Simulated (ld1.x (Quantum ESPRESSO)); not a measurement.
## tellurium (Te): one change to an ultrasoft potential, before and after

tellurium, ultrasoft, made with ld1.x (Quantum ESPRESSO) 7.5 (PBE, scalar-relativistic). Core [Kr] 4d10, reference 5s2 5p3 (charge +1). Waves: 5s (bound): rcut 1.50, rcutus 1.90 bohr; 5s channel at 0.15 Ry: rcut 1.50, rcutus 1.90 bohr; 5p (bound): rcut 2.10, rcutus 2.25 bohr; 5p channel at -0.45 Ry: rcut 2.10, rcutus 2.25 bohr; 5d channel at -0.05 Ry: rcut 1.60, rcutus 2.10 bohr. Local part: all-electron potential smoothed inside 1.60 bohr (lloc = -1). Core correction: a·sin(br)/r model core inside 1.70 bohr. Augmentation charge: built from norm-conserving waves at rcut, not smoothed further.

All-electron outer shells of the reference configuration (PBE, scalar-relativistic, ld1.x):

```csv
shell,level (eV),outermost node (bohr),outermost maximum (bohr)
5s,-23.44,0.91,1.77
5p,-13.68,1.00,2.11
```

Change: wave 5p channel at -0.45 Ry: rcut 2.10, rcutus 2.25 bohr becomes 5p channel at 5.77 Ry: rcut 2.10, rcutus 2.25 bohr.

Cutoffs: the cutoffs (Ry, on a coarse ladder) from which the occupation-weighted sum of valence levels, in a spherical-Bessel basis at the reference potential, stays within 10 and 1 mRy of its value at 400 Ry; they do not see the model core or the augmentation charge, which bear on the density cutoff. Errors are all-electron minus pseudo energies relative to the spin-unpolarised reference configuration.

What does the change do?

Both files keep a bound ghost (s); of the 7 tests that both files solve, the error grows in 3 and shrinks in 2 by more than 15 % and 0.3 meV (median size 14.6 → 10.4 meV); the range in which the p phases agree narrows (upper end 4.2 → 1.8).

| quantity | base | changed |
| --- | --- | --- |
| cutoffs, loose and tight | 10 Ry, 15 Ry | not determined |
| bound ghosts | s | s |
| error for 5s2 5p4, meV [ΔE -9.73 eV] | -0.9 | +2.8 |
| error for 5s2 5p2, meV [ΔE 17.92 eV] | -15 | -10 |
| error for 5s2 5p1, meV [ΔE 44.82 eV] | -71 | -59 |
| error for 5s0 5p6, meV [ΔE 8.97 eV] | -47 | -49 |
| error for 5s2 5p0, meV [ΔE 81.31 eV] | -204 | -204 |
| error for 5s2 5p3.5, meV [ΔE -5.83 eV] | +0.3 | +1.3 |
| error for 5s2 5p4.3, meV [ΔE -11.20 eV] | -1.7 | +4.1 |
| s: phases at 2.44 bohr within 0.05 rad from the reference energy up to (Ry; the scan ends near 5) | to the end of the scan | to the end of the scan |
| p: phases at 2.44 bohr within 0.05 rad from the reference energy up to (Ry; the scan ends near 5) | 4.2 | 1.8 |
| d: phases at 2.44 bohr within 0.05 rad from the reference energy up to (Ry; the scan ends near 5) | 0.5 | 0.5 |
| lowest overlap eigenvalue by channel | s 0.34, p 0.42, d 1.00 | s 0.34, p 0.39, d 1.00 |

 A true bound ghost makes a file unfit for plane-wave use even where its test errors are small: the radial tests pick states by their node count and pass the ghost by.
